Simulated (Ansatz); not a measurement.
Relaxation of AlCl2FH2O (7 atoms, charge 0, multiplicity 1), to a largest force component of 0.03 eV/Å in at most 50 steps.

Computed with Ansatz, RKS B3LYP/def2-SVP.

```xyz
7
Properties=species:S:1:pos:R:3
Al 0.047 -0.531 -0.549
F -0.025 -0.075 2.293
Cl 1.851 0.369 -1.088
Cl -1.799 0.210 -1.202
O 0.123 -2.064 0.293
H -0.649 -2.643 0.294
H 0.131 -0.988 2.216
```

Question: Where does it end, and by what steps?

Answer: The run converged. After 19 steps the energy has fallen by 1.495 eV; H7 moved furthest, 1.19 Å. Parted: F2–H7 (0.93 → 2.48 Å). Joined: Al1–F2 (2.88 → 1.68 Å), O5–H7 (2.20 → 0.97 Å).

```tsv
step	energy less start (eV)	largest force component (eV/Å)	accepted
0	0.0000	0.868	yes
1	-0.1779	0.688	yes
2	-0.3061	0.757	yes
3	-0.4918	0.640	yes
4	-0.5355	0.918	yes
5	-0.6210	0.335	yes
6	-0.6654	1.721	yes
7	0.2121	12.583	no
8	-0.9153	1.302	yes
9	-1.1231	1.314	yes
10	-1.3188	0.837	yes
11	-1.3881	0.928	yes
12	-1.4092	1.271	yes
13	-1.4496	0.816	yes
14	-1.4815	0.148	yes
15	-1.4827	0.142	yes
16	-1.4893	0.402	yes
17	-1.4931	0.095	yes
18	-1.4943	0.128	yes
19	-1.4950	0.017	yes
```

```xyz
7
Properties=species:S:1:pos:R:3
Al 0.089 -0.058 0.076
F 0.024 0.484 1.661
Cl 1.876 0.289 -0.978
Cl -1.744 -0.079 -0.998
O 0.080 -1.948 0.619
H -0.705 -2.416 0.286
H 0.061 -1.993 1.592
```

Whether the end is a true minimum wasn't checked by a vibrational analysis.

Time of the run: 79 s on 2 threads of Intel(R) Xeon(R) Platinum 8259CL CPU @ 2.50GHz (Skylake/Cascade Lake), with other jobs on the host, peak memory 0.21 GiB.
